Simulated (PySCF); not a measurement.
## Computed properties of 1,1-dichloro-2,2-difluoroethane (C₂H₂Cl₂F₂), SMILES FC(F)C(Cl)Cl

1,1-dichloro-2,2-difluoroethane (C2H2Cl2F2), SMILES C(C(Cl)Cl)(F)F. Geometry: PBE0-D3(BJ)/def2-SVP. One conformer was computed; it need not be the lowest. All values are computed for the isolated molecule unless a solvent is named; none is compared with measurement here.

**Structure.** All 18 harmonic modes at PBE0-D3(BJ)/def2-SVP (PySCF) are real, so it is a minimum. With heavy atoms numbered as in [F:1][CH:2]([F:3])[CH:4]([Cl:5])[Cl:6], the shortest bond between them is C2–F3 at 1.337 Å and the longest C4–Cl6 at 1.771 Å.

**Vibrations.** The strongest infrared lines (harmonic, unscaled, degenerate partners summed) lie at 1169 cm⁻¹ (149 km/mol, C 50 %, F 30 %, H 20 %), 846 cm⁻¹ (92 km/mol, C 72 %, Cl 11 %, H 9 %, F 8 %), 677 cm⁻¹ (66 km/mol, C 56 %, Cl 21 %, F 15 %). The softest mode is at 83 cm⁻¹ and the zero-point energy is 27.1 kcal/mol.

**Electronic structure.** r2SCAN/def2-TZVP (PySCF) places the frontier levels at -7.92 and -1.24 eV, a gap of 6.68 eV, and gives a dipole moment of 2.00 D and a mean polarisability of 49.6 bohr³. PBE/def2-TZVP (PySCF) at the same geometry gives -7.56 and -1.43 eV, so its gap is 0.55 eV narrower. An orbital gap is neither the optical nor the fundamental gap.

**Excitations.** TDDFT-CAM-B3LYP/def2-SVPD (PySCF) has S1 at 7.13 eV (174 nm, f = 0.001, dark); the most intense of the 10 singlets computed lies at 9.06 eV (f = 0.19). T1 (TDA) is at 6.43 eV. TDDFT-PBE/def2-SVPD (PySCF) puts S1 at 6.30 eV. No vertical singlet excitation falls in the visible range (under 3.1 eV).

**NMR.** GIAO shifts at B3LYP/pcSseg-1 (PySCF) (non-relativistic, atoms alike by connectivity averaged): ¹³C from 86.2 to 119.4 ppm against TMS; ¹H from 5.8 to 6.1 ppm against TMS; ¹⁹F at -149.1 ppm against CFCl3. Without spin–orbit terms, shifts of atoms bonded to Cl or Br come out too high.
